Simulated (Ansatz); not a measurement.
Ru2Pt (the lowest singlet isomer of a short search), 3 atoms. Hardware: 4 threads of Arm Neoverse V2 on a shared host.

In the def2 sets Pt, Ru take a core potential; there is no spin–orbit coupling. Correlated methods freeze no core orbitals; core or outer-core shells of Pt, Ru are correlated, in sets that lack core-valence functions.

Task: How many basis functions does each of these Ansatz runs have, and roughly what does it cost? PBE0-D4/def2-TZVP, charge 0 singlet, relaxation, 5 steps; PBE0-D4/def2-TZVP, charge 0 quintet, energy, from earlier orbitals; PBE0-D4/def2-TZVP, charge 0 unrestricted singlet, energy, from earlier orbitals; B3LYP-D4/def2-TZVP, charge 0 quintet, energy, from earlier orbitals; PBE-D4/def2-TZVP, charge 1 doublet at the geometry of the charge 0 singlet, energy, from earlier orbitals; r2SCAN0-D4/def2-TZVP, charge 0 triplet, energy, from earlier orbitals; ωB97M-V/def2-TZVP, charge 0 singlet, energy, from earlier orbitals; B2PLYP/def2-TZVP, charge 0 quintet, energy, from earlier orbitals; PBE0-D4/def2-TZVP, charge 0 triplet, relaxation, 6 steps; B2PLYP/def2-TZVP, charge 0 singlet, energy, from earlier orbitals; r2SCAN0-D4/def2-TZVP, charge 0 quintet, energy, from earlier orbitals; PBE0-D4/def2-TZVP, charge 1 doublet at the geometry of the charge 0 singlet, energy.

Result: Other jobs shared the machine, so times can vary by a factor of up to 3. A dash marks memory too small to be measured apart from the calling script's.

| run | functions | fitting or Cholesky vectors | wall time | peak host memory (GiB) |
| --- | --- | --- | --- | --- |
| B2PLYP/def2-TZVP, charge 0 singlet, energy, from earlier orbitals | 120 | 1122 | 3.9 s | – |
| PBE-D4/def2-TZVP, charge 1 doublet at the geometry of the charge 0 singlet, energy, from earlier orbitals | 120 | 1104 | 9 s | – |
| PBE0-D4/def2-TZVP, charge 0 singlet, relaxation, 5 steps | 120 | 1227 | 10 s | – |
| B3LYP-D4/def2-TZVP, charge 0 quintet, energy, from earlier orbitals | 120 | 1170 | 11 s | 0.57 |
| PBE0-D4/def2-TZVP, charge 0 quintet, energy, from earlier orbitals | 120 | 1170 | 13 s | 0.56 |
| PBE0-D4/def2-TZVP, charge 0 triplet, relaxation, 6 steps | 120 | 1227 | 23 s | – |
| ωB97M-V/def2-TZVP, charge 0 singlet, energy, from earlier orbitals | 120 | 1126 | 27 s | – |
| B2PLYP/def2-TZVP, charge 0 quintet, energy, from earlier orbitals | 120 | 1122 | 31 s | – |
| r2SCAN0-D4/def2-TZVP, charge 0 triplet, energy, from earlier orbitals | 120 | 1170 | 33 s | 0.67 |
| r2SCAN0-D4/def2-TZVP, charge 0 quintet, energy, from earlier orbitals | 120 | 1170 | 85 s | 0.62 |
| PBE0-D4/def2-TZVP, charge 1 doublet at the geometry of the charge 0 singlet, energy | 120 | 1170 | 2.8 min | 0.61 |
| PBE0-D4/def2-TZVP, charge 0 unrestricted singlet, energy, from earlier orbitals | 120 | 1170 | 2.8 min | 0.64 |
